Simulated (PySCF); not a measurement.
**What went wrong, or what changed?**

The sound run of [BiH3]2+ (singlet) uses PySCF 2.14.0, RKS B3LYP, Bi def2-SVP with ECP60, H def2-SVP; non-relativistic Hamiltonian with scalar-relativistic core potentials where named; density fitting; no spin-orbit coupling, grid (50, 194), threshold 1e-8 and 55 cycles at the relaxed geometry:
```xyz
4

Bi    0.0000    0.0000    0.0000
H     1.7842    0.0000    0.0000
H    -0.8921    1.5452    0.0000
H    -0.8921   -1.5452    0.0000
```
This run, with dm0 from free metal ions and neutral atoms, differs:

```python
mol = gto.M(atom='''
Bi    -0.00000     0.00000     0.00000
H      1.78421    -0.00000    -0.00000
H     -0.89210     1.54517     0.00000
H     -0.25000    -0.43301     0.00000''',
    basis={'Bi': 'def2-SVP', 'H': 'def2-SVP'},
    ecp={'Bi': 'def2-SVP'},
    charge=2, spin=0)
mf = dft.RKS(mol, xc='B3LYP')
mf.grids.atom_grid = (50, 194)
mf = mf.density_fit()  # fitting sets: Bi def2-universal-JKFIT, H def2-universal-JKFIT
mf.conv_tol = 1e-08; mf.max_cycle = 75
mf.kernel(dm0)
mf.nuc_grad_method().kernel()
```

Question: What was changed, and how did it end?

Answer: One atom was put far too close to the first. It converged in 7 cycles, 161.649 eV from the sound run, largest force component 781.91 eV/Å. The cycle limit differs too. These settings are unsound on purpose: the numbers aren't the compound's.
```
init E= -210.636089596591
cycle= 1 E= -209.593981927799  delta_E= 1.04  |g|= 0.171  |ddm|= 11.3
cycle= 2 E= -209.602007126535  delta_E= -0.00803  |g|= 0.102  |ddm|= 0.591
cycle= 3 E= -209.606844146744  delta_E= -0.00484  |g|= 0.0202  |ddm|= 0.237
cycle= 4 E= -209.60695698959  delta_E= -0.000113  |g|= 0.00152  |ddm|= 0.0786
cycle= 5 E= -209.606957400248  delta_E= -4.11e-07  |g|= 0.000557  |ddm|= 0.0095
cycle= 6 E= -209.606957462781  delta_E= -6.25e-08  |g|= 3.25e-05  |ddm|= 0.00204
cycle= 7 E= -209.606957463121  delta_E= -3.4e-10  |g|= 2.33e-06  |ddm|= 9.75e-05
Extra cycle  E= -209.606957463122  delta_E= -1.51e-12  |g|= 1.44e-06  |ddm|= 1.36e-05
converged SCF energy = -209.606957463122
```

Run from Python with OMP_NUM_THREADS=2; the lines above give its settings.
It took 0.6 s on 2 threads of Arm Neoverse V1, with other jobs on the host.
